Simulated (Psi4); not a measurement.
Computed with SAPT0/jun-cc-pVDZ, frozen core (Psi4).

Psi4 input:

```
molecule {
0 1
O -1.23859086 -0.24435931 0.00000000
S -0.00019864 0.48772092 -0.00000000
O 1.23878950 -0.24336162 0.00000000
--
0 1
Si -0.67916936 -2.40395826 -2.33099337
Si 0.17568030 -0.41783296 -3.23673663
H -0.46910420 -3.53086098 -3.27226184
H -2.13326689 -2.26736727 -2.07220809
H 0.00204777 -2.72129085 -1.05221904
H -0.03840670 0.70995403 -2.29743642
H 1.63066035 -0.55290955 -3.49132499
H -0.50238546 -0.10291954 -4.51778255
units angstrom
symmetry c1
no_reorient
no_com
}
set basis jun-cc-pvdz
set scf_type df
set freeze_core true
energy('sapt0')
```

Part of the output:

```
    SAPT Results
  --------------------------------------------------------------------------------------------------------
    Electrostatics                -12.66554500 [mEh]      -7.94774948 [kcal/mol]     -33.25338383 [kJ/mol]
      Elst10,r                    -12.66554500 [mEh]      -7.94774948 [kcal/mol]     -33.25338383 [kJ/mol]

    Exchange                       33.18703455 [mEh]      20.82517859 [kcal/mol]      87.13254721 [kJ/mol]
      Exch10                       33.18703455 [mEh]      20.82517859 [kcal/mol]      87.13254721 [kJ/mol]
      Exch10(S^2)                  32.51653503 [mEh]      20.40443379 [kcal/mol]      85.37215096 [kJ/mol]

    Induction                      -7.99094435 [mEh]      -5.01439328 [kcal/mol]     -20.98022149 [kJ/mol]
      Ind20,r                     -25.45088778 [mEh]     -15.97067320 [kcal/mol]     -66.82129666 [kJ/mol]
      Exch-Ind20,r                 20.86364665 [mEh]      13.09213593 [kcal/mol]      54.77749672 [kJ/mol]
      delta HF,r (2)               -3.40370321 [mEh]      -2.13585601 [kcal/mol]      -8.93642155 [kJ/mol]

    Dispersion                     -9.02101271 [mEh]      -5.66077094 [kcal/mol]     -23.68466561 [kJ/mol]
      Disp20                      -10.70815130 [mEh]      -6.71946639 [kcal/mol]     -28.11424737 [kJ/mol]
      Exch-Disp20                   1.68713859 [mEh]       1.05869545 [kcal/mol]       4.42958175 [kJ/mol]
      Disp20 (SS)                  -5.35407565 [mEh]      -3.35973319 [kcal/mol]     -14.05712368 [kJ/mol]
      Disp20 (OS)                  -5.35407565 [mEh]      -3.35973319 [kcal/mol]     -14.05712368 [kJ/mol]
      Exch-Disp20 (SS)              0.90387437 [mEh]       0.56718973 [kcal/mol]       2.37312182 [kJ/mol]
      Exch-Disp20 (OS)              0.78326422 [mEh]       0.49150572 [kcal/mol]       2.05645993 [kJ/mol]

  Total HF                         12.53054520 [mEh]       7.86303582 [kcal/mol]      32.89894189 [kJ/mol]
  Total SAPT0                       3.50953249 [mEh]       2.20226488 [kcal/mol]       9.21427628 [kJ/mol]
```
